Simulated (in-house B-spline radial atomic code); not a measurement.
The numbers below are computed, except where a source is named.
**Softness against transferability: the 5s channel of Mo**

Mo, [Kr] 4d5 5s1, non-relativistic PBE, spherical and spin-unpolarised, from a B-spline radial code for spherical atoms (atomic units). The all-electron 5s level is ε = -0.139457 hartree, its outermost node lies just inside 1.40 bohr and its outer maximum at 3.06 bohr.

Troullier-Martins pseudo-orbitals are made for several radii. The cutoffs (hartree) are the plane-wave energies beyond which the orbital holds less than the named kinetic energy per electron. The phase error is the difference, pseudo minus all-electron, of arctan(R P'/P) at R = 3.9 bohr for all radii, half a hartree below and above the level.

```json
{"r_c (bohr)": "2.3", "V_l(0) (hartree)": "-1.10", "cutoff for 10 mEh": "1.77", "for 1 mEh": "6.77", "for 0.1 mEh": "18.2", "phase error at ε − 0.5 (mrad)": "-1.0", "at ε + 0.5 (mrad)": "-27.6"}
{"r_c (bohr)": "2.66", "V_l(0) (hartree)": "1.00", "cutoff for 10 mEh": "1.41", "for 1 mEh": "4.15", "for 0.1 mEh": "6.92", "phase error at ε − 0.5 (mrad)": "-0.7", "at ε + 0.5 (mrad)": "-11.1"}
{"r_c (bohr)": "3.06", "V_l(0) (hartree)": "1.05", "cutoff for 10 mEh": "1.41", "for 1 mEh": "3.81", "for 0.1 mEh": "6.62", "phase error at ε − 0.5 (mrad)": "-0.7", "at ε + 0.5 (mrad)": "-11.5"}
{"r_c (bohr)": "3.46", "V_l(0) (hartree)": "0.57", "cutoff for 10 mEh": "1.22", "for 1 mEh": "2.42", "for 0.1 mEh": "5.64", "phase error at ε − 0.5 (mrad)": "-1.3", "at ε + 0.5 (mrad)": "-23.3"}
{"r_c (bohr)": "3.6", "V_l(0) (hartree)": "0.43", "cutoff for 10 mEh": "1.16", "for 1 mEh": "2.25", "for 0.1 mEh": "5.25", "phase error at ε − 0.5 (mrad)": "-1.8", "at ε + 0.5 (mrad)": "-31.0"}
```

Task: Which radius needs the lowest cutoff for 0.1 mEh while both phase errors stay within 23.4 mrad?

Result: The radii within that limit are 2.66, 3.06, 3.46 bohr; of these r_c = 3.46 needs the least, 5.64 hartree, that is 11.3 Ry or 153 eV.

Task: What does the larger radius buy, and what does it cost?

Result: From r_c = 2.3 to 3.6 bohr the cutoff for 1 mEh goes from 6.77 to 2.25 hartree, a factor of 3.01, against 2.45 for a pure 1/r_c² scaling, end to end; step by step it is 6.77, 4.15, 3.81, 2.42, 2.25, and for 0.1 mEh 18.2, 6.92, 6.62, 5.64, 5.25; the number of plane waves goes as the cutoff to the power 3/2, here a factor of 5.2. The larger of the two phase errors is least at r_c = 2.66 bohr, 11.1 mrad; it is 27.6 at the smallest radius and 31.0 at the largest. These errors test the reference atom alone. The smallest radius lies well inside the outer maximum, where the nodeless form must bend sharply to keep the norm, so it is both harder and scatters less well than the next. Large radii also let the cores of neighbours overlap, which an atom doesn't show.
